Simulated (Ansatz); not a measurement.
Relaxation of AlCl3FGeH3O (10 atoms, charge 0, multiplicity 1), to a largest force component of 0.03 eV/Å in at most 50 steps.

These are results of RHF/def2-SVP (Ansatz), not measurements.

```xyz
10
Properties=species:S:1:pos:R:3
Ge -0.280 -0.297 -0.110
Cl -1.112 -0.313 1.913
Cl 1.571 -1.282 -0.333
Cl -0.388 1.615 -1.005
F -1.389 -1.250 -0.986
O 1.469 1.321 1.666
Al 3.028 1.999 1.811
H 4.182 1.313 0.990
H 3.233 3.248 2.756
H 0.700 1.492 2.228
```

**Question.** Where does it end, and by what steps?

**Answer.** It converged. The force dipped under the threshold on the way, but the program's further checks kept it going. After 21 steps the energy has fallen by 0.111 eV; H8 moved furthest, 0.94 Å.

```
step  energy less start (eV)  largest force component (eV/Å)  accepted
   0                  0.0000                           1.219       yes
   1                 -0.0753                           0.274       yes
   2                 -0.0816                           0.333       yes
   3                 -0.0897                           0.297       yes
   4                 -0.0929                           0.187       yes
   5                 -0.0935                           0.148       yes
   6                 -0.0951                           0.079       yes
   7                 -0.0988                           0.044       yes
   8                 -0.1007                           0.160       yes
   9                 -0.1021                           0.088       yes
  10                 -0.1034                           0.043       yes
  11                 -0.1052                           0.100       yes
  12                 -0.1072                           0.129       yes
  13                 -0.1084                           0.090       yes
  14                 -0.1093                           0.053       yes
  15                 -0.1104                           0.020       yes
  16                 -0.1107                           0.067       yes
  17                 -0.1108                           0.085       yes
  18                 -0.1110                           0.081       yes
  19                 -0.1111                           0.037       yes
  20                 -0.1112                           0.049       yes
  21                 -0.1113                           0.014       yes
```

```xyz
10
Properties=species:S:1:pos:R:3
Ge -0.298 -0.360 -0.117
Cl -1.428 -0.183 1.669
Cl 1.471 -1.494 0.109
Cl -0.018 1.478 -1.125
F -1.285 -1.284 -1.155
O 1.452 1.356 1.891
Al 2.975 2.101 1.726
H 3.740 1.867 0.378
H 3.529 2.972 2.917
H 0.876 1.393 2.637
```

Whether the end is a true minimum wasn't checked by a vibrational analysis.

Run time: 49 s on 4 threads of Arm Neoverse V2 (shared host), peak memory 0.44 GiB.
